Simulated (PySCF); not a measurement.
## Potential energy of KAl along the bond

Set-up: PySCF, no relativity, basis sets K 6-31G(d,p), Al 6-31G(d,p). Energies in eV from K + Al in their ground configurations at the same level. State: ³Π (triplet), unpaired electrons σ ↑, π ↑.

All columns are B97-3. A positive dipole means K(−)Al(+).

```csv
R (Å),E (eV),μ (D),Mulliken charge on K (basis-dependent),HOMO (eV),LUMO (eV),Mayer bond order,⟨S²⟩
2.911,-0.368,-6.22,0.25,-3.20,-1.50,1.07,2.00
3.046,-0.488,-6.51,0.22,-3.12,-1.47,1.08,2.00
3.182,-0.555,-6.71,0.20,-3.05,-1.50,1.07,2.00
3.283,-0.579,-6.81,0.19,-3.02,-1.53,1.05,2.00
3.385,-0.587,-6.88,0.18,-2.99,-1.55,1.02,2.00
3.486,-0.581,-6.91,0.18,-2.96,-1.58,0.98,2.00
3.622,-0.560,-6.92,0.18,-2.94,-1.63,0.93,2.00
3.791,-0.518,-6.86,0.19,-2.93,-1.68,0.86,2.00
3.994,-0.455,-6.70,0.19,-2.94,-1.75,0.77,2.00
4.265,-0.365,-6.34,0.19,-2.97,-1.85,0.66,2.00
```

A fit through these points gives, at Re = 3.390 Å, μ = -6.88 D and dμ/dR = -0.479 D/Å; the reduced mass is 15.94 u.

Q: How strong is the fundamental in the double-harmonic approximation, I = 42.26·(dμ/dR)²/μred km/mol?

A: I = 42.26·(-0.479)²/15.94 = 0.608 km/mol at B97-3.

The state is the lowest determinant that a PBE0 search found; another state may lie lower at other levels.
